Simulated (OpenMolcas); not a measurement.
**Tm3+ in octahedral coordination: ligands and hosts compared**

```json
{"Program": "OpenMolcas", "Method": "CASSCF", "Active space": "12 electrons in 7 orbitals (4f)", "Spin-orbit coupling": "state interaction with AMFI integrals over the reference wave functions"}
```

Distances were set from a Shannon-type radius of the metal (high-spin where two are listed) plus a fixed donor radius (Br 1.91, Cl 1.76, F 1.31, O 1.38 Å), in hosts weighted 0.65 to 0.35 with the host's distance in the model lattice. Anionic complexes are neutralised by point charges, and hosts are embedded clusters. Ligand basis ANO-RCC-VDZP. States (labels of O, the rotations of Oh). Energies in cm-1 above the lowest state or level, χT in cm3 K/mol; under a threefold ground state the first gap can be a small split of the lowest multiplet, not the spin-orbit step.

| Ligand or host | R (Å) | Metal basis | Outer charge (e at Å behind ligand) | Ground state | First state of that spin | First gap with spin-orbit (degeneracies) | Width of lowest J | χT at 300 K |
| --- | --- | --- | --- | --- | --- | --- | --- | --- |
| Br | 2.79 | ANO-RCC-VDZP | 0.5 at 2.4 | 3T1 | 3E 31.4 | 15.7 (1, 3) | 119 | 7.109 |
| Cs2NaYBr6 | 2.781 | ANO-RCC-VDZP |  | 3T1 | 3E 36.9 | 19.3 (1, 3) | 145 | 7.101 |
| Cs2NaYCl6 | 2.633 | ANO-RCC-VDZP |  | 3T1 | 3E 49.8 | 26.7 (1, 3) | 197 | 7.080 |
| Cs2ZrCl6 | 2.572 | ANO-RCC-VDZP |  | 3T1 | 3E 63.2 | 33.9 (1, 3) | 246 | 7.054 |
| F | 2.19 | ANO-RCC-VDZP | 0.5 at 3.2 | 3T1 | 3E 117.6 | 65.0 (1, 3) | 457 | 6.945 |
| KCdF3 | 2.176 | ANO-RCC-VDZP |  | 3T1 | 3E 137.5 | 74.9 (1, 3) | 517 | 6.902 |
| CaO | 2.311 | ANO-RCC-VDZP |  | 3T1 | 3E 135.7 | 79.4 (1, 3) | 549 | 6.882 |
| KZnF3 | 2.133 | ANO-RCC-VDZP |  | 3T1 | 3E 161.8 | 86.5 (1, 3) | 588 | 6.850 |
| MgO | 2.206 | ANO-RCC-VDZP |  | 3T1 | 3E 201.7 | 111.6 (1, 3) | 743 | 6.730 |

The rows also differ in their outer charges, so part of each step comes from that.

The width of the lowest J multiplet rises in the order Br < Cs2NaYBr6 < Cs2NaYCl6 < Cs2ZrCl6 < F < KCdF3 < CaO < KZnF3 < MgO, by a factor of 6.24 from first to last.

Without dynamic correlation the ligand-field splitting of an f shell can come out too small, at times by half. No measured value stands beside these numbers; the geometry is a model, was not optimised and need not be the one that this ion takes.
